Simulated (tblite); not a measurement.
Compound: C₆H₉NOSi.
Structure used (GFN2-xTB), in Å, numbered top down from 1:
```xyz
18
C6H9NOSi angstrom
C     -0.7459   -2.2757    0.7866
C     -0.6364   -0.9993    0.4531
C      0.6745   -0.2762    0.5673
C      0.9167    0.5666   -0.6577
C      2.3362    0.9855   -0.9034
O      0.0079    0.8784   -1.3909
Si    -2.0909    0.0140   -0.2224
C     -1.8251    1.7559    0.4013
N     -1.6169    2.8051    0.8115
H      0.0876   -2.8534    1.1604
H     -1.6825   -2.8008    0.7092
H      1.5134   -0.9521    0.7491
H      0.6199    0.4232    1.4106
H      2.9020    0.1214   -1.2493
H      2.7920    1.3410    0.0174
H      2.3763    1.7611   -1.6637
H     -2.3581   -0.0498   -1.6515
H     -3.2796   -0.4385    0.5275
```

Calculated harmonic vibrations of the isolated species, GFN2-xTB (tblite), most abundant isotopes, no scaling. Errors from tens to a few hundred cm⁻¹ against measured bands are possible. Modes of hydrogen on silicon can be 10 to 20 % off. One conformer, not necessarily the lowest.

Harmonic wavenumbers (cm⁻¹): 46.7, 71.2, 74.0, 96.1, 118.9, 158.9, 256.4, 293.8, 325.8, 358.6, 369.7, 410.6, 471.9, 520.8, 563.4, 603.3, 616.0, 655.4, 692.5, 736.0, 828.9, 837.5, 902.2, 915.4, 971.3, 992.6, 1004.7, 1116.8, 1166.3, 1206.0, 1283.3, 1367.2, 1413.1, 1428.0, 1444.3, 1452.8, 1692.2, 1745.9, 2158.7, 2327.0, 2359.6, 2915.9, 2966.8, 3017.1, 3041.1, 3057.4, 3060.0, 3117.4.

A = 1563, B = 1330, C = 874.3 MHz; mass 139.045 u (most abundant isotopes); point group C1, symmetry number 1.

**Question.** Zero-point energy?

**Answer.** Half the sum of the wavenumbers: 28615 cm⁻¹ = 342.31 kJ/mol.

**Question.** Entropy at 400 K, 1 bar (ideal gas, RRHO, classical rotation)?

**Answer.** Translation 176.51, rotation 127.34, vibration 192.94: S = 496.8 J/(mol K).

**Question.** And Cp and H(400 K) − H(0)?

**Answer.** Cp = 214.39 J/(mol K), of which vibrations give 181.13 (their classical limit is 48 R = 399.1); H(400 K) − H(0) = 52.29 kJ/mol without the zero-point energy, 38.98 from vibrations.

**Question.** Which modes carry the vibrational entropy at 400 K?

**Answer.** 46.7 cm⁻¹: 23.16; 71.2 cm⁻¹: 19.66; 74.0 cm⁻¹: 19.34; 96.1 cm⁻¹: 17.19; 118.9 cm⁻¹: 15.44; 158.9 cm⁻¹: 13.08 J/(mol K); the other 42 give 85.07 together.

**Question.** What must be added to the electronic energy to get the Gibbs energy at 400 K and 1 bar?

**Answer.** ZPE + [H(400 K) − H(0)] − T·S = 342.31 + 52.29 − 198.72 = 195.88 kJ/mol.

Hindered rotation and anharmonicity are outside this model. Other conformers, if any are populated, would add a mixing term that is left out. The structure is chiral; the term R ln 2 for an equal mix with its mirror image is left out.
